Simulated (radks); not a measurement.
Values are calculated unless marked as measured or tabulated.
Task: The mean radii <r> (bohr) of the occupied orbitals of an atom or ion are listed with their occupations. Level of theory: Dirac Kohn-Sham, BLYP, spin-unpolarised, spherical densities, point nucleus (a radial shooting solver on a logarithmic mesh with Libxc functionals).

orbital  occ.      <r>
1s1/2       2  0.04275
2s1/2       2   0.1891
2p1/2       2   0.1626
2p3/2       4   0.1664
3s1/2       2   0.5324
3p1/2       2   0.5307
3p3/2       4   0.5394
3d3/2     2.8   0.5226
3d5/2     4.2   0.5254

Name the element and its charge. Open shells, if any, are shared by 2j + 1.

Result: Z = 35, bromine, charge +10: Br10+ in [Ar] 3d7. The 1s radius gives Z: for a bare nucleus <r> = (2 gamma + 1)/(2Z) with gamma = sqrt(1 - (Z/c)^2), 0.04191 bohr for Z = 35, and screening makes it slightly larger (0.04275 here). The occupations add up to 25, and the charge is Z minus that.
